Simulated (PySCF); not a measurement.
## Ge₃: from structure and modes to constants

Level of theory: PBE0/[Ge def2-TZVP], no relativity, density fitting, PySCF.

The singlet minimum has C2v symmetry. Masses (u): Ge 73.92118.

```xyz
3
charge 0 multiplicity 1, angstrom
Ge    0.0000   -1.1624    0.0000
Ge    1.4920    0.5812    0.0000
Ge   -1.4920    0.5812    0.0000
```

Harmonic wavenumbers (cm⁻¹): 108.9 (a1, ×1), 315.9 (b2, ×1), 317.4 (a1, ×1).

Q: Find the principal moments of inertia and the rotational constants. What kind of rotor is it?

A: About the centre of mass I = 149.82, 329.12, 478.94 u Å². With B = 16.8576/I this gives 0.1125, 0.05122, 0.0352 cm⁻¹. The molecule is an asymmetric top with κ = -0.59.

Q: Give the standard entropy (298.15 K, 1 bar) by its translational, rotational, vibrational and spin parts, and Cp.

A: Sackur–Tetrode with M = 221.76 u gives 176.2; rotation with symmetry number 2 gives 113.3; vibration 24.9; spin R ln 1 = 0.0. The total is 314.4 J/(mol K), and Cp = 4 R + 21.9 = 55.1 J/(mol K).

Only a few start shapes were tried, so a lower isomer may exist.
